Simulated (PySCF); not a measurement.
Species: C2H3NO3Si.
SMILES with atom numbers: `[N:1]#[C:2][Si@@H:3]([OH:4])[O:5][CH:6]=[O:7]` (hydrogens: H8 on Si3; H9 on O4; H10 on C6)

Method: PBE0-D3(BJ)/def2-SVP geometry optimisation, gas phase (PySCF); density fitting, grid level 1; the optimiser is geomeTRIC in internal coordinates, started from a GFN2-xTB structure with every atom displaced at random (about 0.01 Å).

Step 0: E = -17609.4167 eV
```
atom  x, y, z in Å  |  force x, y, z in eV/Å
N1     -1.0950    2.9969    0.2458   -0.600   5.616  -0.242
C2     -0.9711    1.8851    0.2865    0.452  -5.869   0.391
Si3    -0.7879    0.0370    0.4147    1.125   1.048   0.643
O4     -1.3958   -0.6218   -0.8861   -1.886   0.800  -0.691
O5      0.8995   -0.1567    0.4423   -0.559   1.141   0.780
C6      1.5775   -1.0509   -0.2046    1.196  -0.620  -0.237
O7      1.1252   -1.9087   -0.9029   -0.461  -0.561  -0.530
H8     -1.2309   -0.4828    1.6838   -0.434  -0.107   0.636
H9     -0.9860   -1.3482   -1.3052    0.975  -1.486  -0.750
H10     2.6618   -0.9413   -0.0187    0.193   0.039   0.000
```

Step 1: E = -17609.6703 eV
```
atom  x, y, z in Å  |  force x, y, z in eV/Å
N1     -1.1257    3.0381    0.2796   -0.026  -0.587   0.069
C2     -1.0227    1.8803    0.3321    0.097   0.712  -0.165
Si3    -0.7560    0.0559    0.4033   -0.123  -0.168   0.022
O4     -1.4153   -0.6159   -0.9292    0.101  -0.337  -0.228
O5      0.9331   -0.1301    0.4268    0.217  -0.083  -0.041
C6      1.6146   -1.0835   -0.2159   -0.371   0.111   0.001
O7      1.1156   -1.9390   -0.8948    0.060   0.006   0.046
H8     -1.2915   -0.4230    1.6941    0.050  -0.079  -0.010
H9     -0.9556   -1.3965   -1.2979   -0.101   0.427   0.288
H10     2.7008   -0.9778   -0.0426    0.097  -0.002   0.019
```

Step 2: E = -17609.6826 eV
```
atom  x, y, z in Å  |  force x, y, z in eV/Å
N1     -1.1411    3.0419    0.2806   -0.047  -0.119   0.029
C2     -1.0241    1.8890    0.3270    0.099   0.108  -0.056
Si3    -0.7577    0.0593    0.4035   -0.142   0.009   0.073
O4     -1.4034   -0.6125   -0.9337   -0.089  -0.010  -0.089
O5      0.9320   -0.1219    0.4205    0.087  -0.094  -0.148
C6      1.5920   -1.0860   -0.2218    0.176   0.022   0.212
O7      1.0964   -1.9658   -0.8706   -0.169   0.093  -0.016
H8     -1.2745   -0.4465    1.6916    0.008  -0.012  -0.012
H9     -0.9052   -1.3674   -1.2835    0.048  -0.006   0.050
H10     2.6828   -0.9816   -0.0583    0.030   0.009  -0.043
```

Question: Estimate the geometry and energy of step 3. (The exact step hangs on the optimiser's Hessian estimate; all steps are aligned on step 2, rigid shifts and turns removed.)

Answer: E = -17609.6409 eV, largest force 0.983 eV/Å
```
atom  x, y, z in Å  |  force x, y, z in eV/Å
N1     -1.1751    3.0368    0.2746   -0.102   0.584  -0.024
C2     -1.0253    1.8930    0.3123    0.125  -0.736   0.106
Si3    -0.7526    0.0587    0.4027   -0.111   0.122  -0.009
O4     -1.3614   -0.6218   -0.9462   -0.606   0.600   0.137
O5      0.9419   -0.1067    0.4266    0.540   0.358   0.241
C6      1.5728   -1.0847   -0.2108   -0.478   0.317   0.174
O7      0.9713   -1.9190   -0.8282    0.510  -0.734  -0.410
H8     -1.2533   -0.4848    1.6812   -0.038   0.080   0.016
H9     -0.7998   -1.3371   -1.2522    0.350  -0.557  -0.218
H10     2.6787   -1.0261   -0.1044   -0.190  -0.035  -0.012
```

The energy changes by +0.0418 eV. The first-order estimate −F·Δx gives -0.0308 eV and the mean of the old and new forces, exact on a quadratic surface, +0.0432 eV. The step makes an angle of 73° with the force vector and moves no atom by more than 0.140 Å. The energy falls at the start of this step and ends higher, so the step passed the lowest point of its straight line.

What follows is the cost of the whole optimisation. Hardware: one thread, Arm Neoverse V1 (aarch64), shared host with 32 logical CPUs at a one-minute load of 35. Cost: 2.4 min of wall time, 0.51 GiB resident at most.
